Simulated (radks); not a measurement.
Results of a calculation; reference values are marked as such.
All-electron atom: the iridium ion Ir+ in [Xe] 4f14 5d6.5 6s1 7s0.5 (fractional occupations, a model configuration). Code: a radial shooting solver on a logarithmic mesh with Libxc functionals. Model: scalar-relativistic Kohn-Sham, SOGGA, spin-polarised, spherical densities, point nucleus; open shells are filled with parallel spins first (spin-orbit coupling, left out, can overturn this in heavy ions).

Unscreened Slater integrals over Kohn-Sham orbitals (cm^-1). They are taken over the spin-up orbitals. Empty in this configuration: 6p.

| integral | value |
|---|---|
| F0(7s,7s) | 30483 |
| F0(7s,6s) | 37809 |
| G0(7s,6s) | 1848.1 |
| F0(7s,5d) | 39290 |
| G2(7s,5d) | 1953.6 |
| F0(7s,5p) | 40003 |
| G1(7s,5p) | 918.32 |
| F0(7s,6p) | 36519 |
| G1(7s,6p) | 4979.6 |
| F0(6s,6s) | 77138 |
| F0(6s,5d) | 89854 |
| G2(6s,5d) | 23383 |
| F0(6s,5p) | 95323 |
| G1(6s,5p) | 7579.6 |
| F0(6s,6p) | 65707 |
| G1(6s,6p) | 39579 |
| F0(5d,5d) | 122540 |
| F2(5d,5d) | 63236 |
| F4(5d,5d) | 41670 |
| F0(5d,5p) | 141420 |
| F2(5d,5p) | 68796 |
| G1(5d,5p) | 81821 |
| G3(5d,5p) | 50487 |
| F0(5d,6p) | 72131 |
| F2(5d,6p) | 24005 |
| G1(5d,6p) | 11904 |
| G3(5d,6p) | 9422.6 |
| F0(5p,5p) | 174150 |
| F2(5p,5p) | 93843 |
| F0(5p,6p) | 74965 |
| F2(5p,6p) | 16691 |
| G0(5p,6p) | 2995.0 |
| G2(5p,6p) | 4027.1 |
| F0(6p,6p) | 58673 |
| F2(6p,6p) | 31515 |

Derived for the open shells (J is the average intra-shell exchange parameter used in DFT+U). 5d: Racah B = F2/49 - 5 F4/441 = 818.1 cm^-1, C = 35 F4/441 = 3307 cm^-1, C/B = 4.04, F4/F2 = 0.659, J = (F2 + F4)/14 = 7493 cm^-1.
